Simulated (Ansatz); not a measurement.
Born–Oppenheimer molecular dynamics of C$_{2}$H$_{6}$BCl (10 atoms, charge 0, multiplicity 1). It starts from a relaxed structure.

The calculation used RKS LDA/6-31G (Ansatz 0.2.0).

```
ensemble             : NVT, Langevin thermostat
time step            : 1 fs
steps asked          : 166
set temperature      : 500 K
friction             : 0.005 /fs
temperature schedule : 41 steps to 500 K, then 125 steps to 1000 K
seed                 : 120950
```

First frame:

```xyz
10
Properties=species:S:1:pos:R:3
B 0.004 -0.020 -0.071
Cl -0.018 -0.119 1.750
C 1.382 0.077 -0.766
H 1.671 -0.949 -1.088
H 1.330 0.682 -1.692
H 2.191 0.452 -0.116
C -1.367 -0.049 -0.789
H -2.067 -0.775 -0.335
H -1.848 0.947 -0.670
H -1.277 -0.245 -1.873
```

Task: How far do the bonds stretch over the last three quarters of this one trajectory? (Pairs bonded in most of those frames.)

Result: 
| bond | mean (Å) | spread (Å) | shortest | longest |
| --- | --- | --- | --- | --- |
| B1–Cl2 | 1.830 | 0.040 | 1.73 | 1.89 |
| B1–C3 | 1.555 | 0.047 | 1.47 | 1.66 |
| B1–C7 | 1.558 | 0.047 | 1.47 | 1.64 |
| C3–H4 | 1.112 | 0.033 | 1.03 | 1.19 |
| C3–H5 | 1.113 | 0.020 | 1.06 | 1.18 |
| C3–H6 | 1.114 | 0.030 | 1.05 | 1.18 |
| C7–H8 | 1.114 | 0.021 | 1.07 | 1.17 |
| C7–H9 | 1.112 | 0.036 | 1.02 | 1.18 |
| C7–H10 | 1.111 | 0.042 | 1.04 | 1.20 |

Mean temperature of the second half: 609 K. The schedule's set-point averaged 834 K over the second half and the system 609 K, so it lags behind the ramp. A run of 0.17 ps of so small a system gives no equilibrium averages. Limits of this set-up: no polarisation functions.

Time of the run: 4.4 min on 1 thread of Arm Neoverse V1, on a shared host, peak memory 0.098 GiB.
